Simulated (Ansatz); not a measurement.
Abridged output of a molecular run in Ansatz:

```
Functional definition: HF
2019 factors; integrals over basis functions are off by at most 1.0e-3 eV
mean field evaluation 1: about -19360.5869 eV, gradient 5.7e1 eV
mean field evaluation 2: about -19360.9239 eV, gradient 5.7e1 eV
mean field evaluation 4: about -19366.6495 eV, gradient 4.9e0 eV
mean field evaluation 8: about -19366.7301 eV, gradient 3.0e-1 eV
mean field -19366.73044402 eV, -711.7142165764 hartree, gradient 5.9e-6 eV, S^2 0.000000; 0 other end points of the search recorded, 0 dependent functions left out
9 core orbitals not correlated: weight in the atoms' cores, before any rotation towards them, 1.000 or more for the frozen orbitals, at most 0.000 for the correlated occupied ones
reference -19366.73044402 eV, -711.7142165764 hartree; 28, 28 occupied and 270, 270 virtual orbitals, 2019 factors
second order -53.37189338 eV of doubles, -0.00000000 eV of singles
cycle   1  -52.56439461 eV  change    8.1e-1 eV  update   1.4e-1
cycle   2  -53.61084489 eV  change    -1.0e0 eV  update   4.0e-2
cycle   3  -53.84556486 eV  change   -2.3e-1 eV  update   1.8e-2
cycle   4  -53.81574383 eV  change    3.0e-2 eV  update   3.7e-3
cycle   5  -53.81173303 eV  change    4.0e-3 eV  update   1.6e-3
cycle   6  -53.81388324 eV  change   -2.2e-3 eV  update   5.1e-4
cycle   7  -53.81380707 eV  change    7.6e-5 eV  update   1.9e-4
cycle   8  -53.81358959 eV  change    2.2e-4 eV  update   5.4e-5
cycle   9  -53.81358763 eV  change    2.0e-6 eV  update   1.7e-5
perturbative correction -1.75413624 eV, -0.0644633178 hartree
Total energy: -19422.29816789 eV, -713.7562927634 hartree
```

Its atoms:

Z-matrix (Å, degrees):
```
C
C 1 1.517
F 1 1.365 2 108.9
H 1 1.092 2 109.4 3 119.6
H 1 1.092 2 109.4 3 -119.6
F 2 1.346 1 110.5 3 -60.0
F 2 1.346 1 110.5 3 59.5
C 2 1.544 1 112.4 3 179.7
F 8 1.322 2 110.9 1 179.5
F 8 1.333 2 110.1 1 59.2
F 8 1.332 2 110.1 1 -60.1
```

Task: Which basis set was used?
A. def2-QZVPP
B. cc-pV(Q+d)Z
C. def2-TZVPP
D. def2-SVPD

Result: C. It gives 307 functions.

Task: Write the keys of the input that set method, charge and spin (a neutral closed shell needs none for the last two).

Result: 
```yaml
correlation: {method: ccsd_t}
```
